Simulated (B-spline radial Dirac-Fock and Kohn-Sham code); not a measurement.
**Kohn-Sham estimates against Dirac-Fock for the levels of Ba**

System: the Ba atom, configuration 1s2 2s2 2p6 3s2 3p6 3d10 4s2 4p6 4d10 5s2 5p6 6s2.

The density-functional columns are spherical, spin-unpolarised Dirac-Kohn-Sham results without Breit or QED terms: −ε is minus the orbital energy of the initial state and ΔSCF the difference of two total energies, and "half-occupied" is minus the orbital energy with half an electron removed (Slater transition state). The reference in the last column comes from Dirac-Fock energy differences between relaxed states, corrected for Breit and QED terms. All numbers are from an atomic code on a B-spline grid, in eV; a selection of levels is shown. For the 1s level of heavy atoms much of the gap between ΔSCF and the reference is the Breit and QED part, -139.0 eV here; for other levels the error of the functional can be larger.

```
level  PBE0 −ε  LDA ΔSCF  LDA half-occupied  PBE ΔSCF  Dirac-Fock
    K  37333.5   37573.5            37574.3   37614.1     37447.0
   L1   5925.7    5946.8             5946.7    5951.6      6003.8
   L2   5578.1    5626.3             5626.1    5628.2      5633.2
   L3   5196.0    5238.5             5238.3    5239.9      5256.3
   M1   1262.5    1263.7             1263.6    1265.2      1304.2
   M2   1116.3    1122.4             1122.3    1122.9      1148.9
   M3   1042.0    1047.7             1047.6    1048.1      1074.5
   M4    786.4     800.1              800.0     799.9       804.9
   M5    770.6     784.0              783.9     783.8       789.6
   N1    252.8     253.5              253.4     254.1       271.9
   N2    199.1     201.5              201.4     201.8       213.4
   N3    183.5     185.7              185.6     186.1       197.9
   N4    95.27     100.3              100.3     100.3       100.6
   N5    92.63     97.62              97.54     97.61       98.02
   O1    36.41     38.94              38.89     38.76       41.77
   O2    21.89     24.98              24.92     24.83       24.29
   O3    19.76     22.70              22.65     22.59       22.14
   P1     3.70      5.54               5.51      5.36        4.28
```

Q: Order the estimates of the K (1s) level by their distance from the Dirac-Fock value, nearest first.
A. PBE ΔSCF
B. LDA half-occupied
C. LDA ΔSCF
D. PBE0 −ε

A: D (113.5 eV), C (126.5 eV), B (127.3 eV), A (167.1 eV).

An eigenvalue near the reference for a deep level is a cancellation of errors: it lacks relaxation, carries self-interaction and omits Breit and QED terms.

For the outermost level NIST gives 5.211665 eV (measured); the differences from it are PBE0 −ε -1.51, LDA ΔSCF +0.32, LDA half-occupied +0.30, PBE ΔSCF +0.15, Dirac-Fock -0.93 eV.

Values without a named source are computed, but for edge energies of neutral atoms, which are taken from tables.
